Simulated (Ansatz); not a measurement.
Geometry optimisation, RKS PBE-D4/def2-SVP (Ansatz).

Input file:

```yaml
crystal:
  periodic: [false, false, false]
  atoms:
    - { symbol: Ga, position_ang: [-0.026298, 0.539264, -0.344829] }
    - { symbol: Cl, position_ang: [-0.230331, -0.01459, 3.03975] }
    - { symbol: O, position_ang: [1.519079, -0.359924, -0.627179] }
    - { symbol: H, position_ang: [1.405148, -1.260511, -0.982471] }
    - { symbol: O, position_ang: [-1.603692, -0.133935, -0.919571] }
    - { symbol: H, position_ang: [-1.542781, -1.0305, -1.29787] }
    - { symbol: Si, position_ang: [0.075291, 2.670733, 0.627245] }
    - { symbol: H, position_ang: [0.938616, 2.603054, 1.877678] }
    - { symbol: H, position_ang: [0.708032, 3.7111, -0.260949] }
    - { symbol: H, position_ang: [-1.273551, 3.172308, 1.070177] }
    - { symbol: H, position_ang: [0.426886, 1.126002, 2.766818] }
basis:
  gaussian: { orbitals: def2-SVP }
hamiltonian:
  xc: pbe
  dispersion: d4
relax:
  f_tol: 0.03
  max_steps: 50
```

Run as:

```bash
$ ansatz run input.yaml --threads 4 --pin off --max-ram 5120MiB --backend cpu --events-out ev --progress --plain --runs-dir out
```

Q: Where does it end, and by what steps?

A: The forces met the threshold. After 38 steps the energy has fallen by 1.492 eV; H11 moved furthest, 2.87 Å. Parted: Cl2–H11. Joined: Ga1–Cl2, O3–H11.

```
step  energy less start (eV)  largest force component (eV/Å)  accepted
   0                  0.0000                           0.786       yes
   2                 -0.0441                           0.849       yes
   4                 -0.0516                           0.759       yes
   6                 -0.0732                           0.032       yes
   8                 -0.0777                           0.054       yes
  10                 -0.0882                           0.062       yes
  12                 -0.0868                           0.978        no
  14                 -0.1091                           0.345       yes
  16                 -0.1396                           0.767       yes
  18                 -0.2483                           0.513       yes
  20                 -0.3896                           1.294       yes
  22                 -0.5107                           0.440       yes
  24                 -1.0729                           0.930       yes
  26                 -1.3054                           1.382       yes
  28                 -1.3846                           1.534        no
  30                 -1.4404                           0.230       yes
  32                 -1.4619                           0.313       yes
  34                 -1.4807                           0.184       yes
  36                 -1.4894                           0.155       yes
  38                 -1.4923                           0.023       yes
```

```xyz
11
Properties=species:S:1:pos:R:3
Ga -0.376 0.723 0.629
Cl -1.023 -0.378 2.435
O 1.479 -0.328 0.368
H 0.960 -0.787 -0.357
O -0.763 -0.272 -0.892
H -1.543 -0.848 -0.784
Si -0.010 3.085 0.610
H 1.048 3.459 1.614
H 0.428 3.540 -0.755
H -1.283 3.802 0.973
H 1.480 -0.972 1.108
```

Whether the end is a true minimum wasn't checked by a vibrational analysis.

Run time: 57 s on 4 threads of Intel(R) Xeon(R) Platinum 8259CL CPU @ 2.50GHz (Skylake/Cascade Lake) (shared host), peak memory 0.21 GiB.
